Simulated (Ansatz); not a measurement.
`BN[SiH2]CO` + `OBS` → `OBSCO` + `BN[SiH3]`  (substitution at a C–Si bond)

Computed with Ansatz on PBE0-D4/def2-TZVP structures; ΔE is electronic, products minus reactants. CCSD(T)/CBS adds triple-zeta CCSD(T) − MP2 to the extrapolated MP2 energy (def2 sets, frozen cores). Each species was taken in one conformer, which may not be the lowest.

```json
{"species": "`BN[SiH2]CO`", "CCSD(T)/CBS(def2) energy (Eh)": "-486.65817"}
{"species": "`OBS`", "CCSD(T)/CBS(def2) energy (Eh)": "-499.62211"}
{"species": "`OBSCO`", "CCSD(T)/CBS(def2) energy (Eh)": "-614.04342"}
{"species": "`BN[SiH3]`", "CCSD(T)/CBS(def2) energy (Eh)": "-372.22946"}
```

(1) Work out ΔE.

Largest T1 diagnostic among the species: 0.013.

Results:

(1) ΔE = (-614.04342) + (-372.22946) − (-486.65817) − (-499.62211) = 0.00740 Eh = +4.6 kcal/mol.
